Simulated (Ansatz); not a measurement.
System: C₂H₅O₂, charge 0, doublet. C2H5O2 (SMILES C([CH]O)O, doublet).
B3LYP-D3(BJ)/def2-TZVP minimum from Ansatz (a first-principles code):
```
C
H 1 1.0897
H 1 1.1007 2 107.67
O 1 1.4447 2 104.93 3 -116.68
H 4 0.9639 1 108.11 2 -167.42
C 1 1.4771 2 110.25 3 119.90
O 6 1.3700 1 119.66 2 -160.88
H 7 0.9661 6 109.48 1 30.27
H 6 1.0812 7 112.02 8 -177.88
```
Charge 0, spin multiplicity 2.

Hartree-Fock and CCSD correlation energies in hartree (Ansatz). Open shells are spin-unrestricted; no spin-orbit coupling. Correlated methods leave the cores frozen. No relativity.

```tsv
basis	X	E(HF)	E(corr, CCSD)
cc-pVTZ	3	-228.39690	-0.82605
cc-pVQZ	4	-228.41500	-0.87749
cc-pV5Z	5	-228.41978	withheld
```

Q: Fit E(corr) = E∞ + A/X³ to X = 3 and 4, predict X = 5, and compare with the run.

A: A = (-0.82605 - (-0.87749))/(1/27 - 1/64) = 2.4024; E∞ = -0.87749 - A/64 = -0.91503; at X = 5, E∞ + A/125 = -0.89581. The run gave -0.89508, 0.73 mEh above the prediction. The same form on X = 4 and 5 gives E∞ = -0.91354, 1.49 mEh above the first estimate.
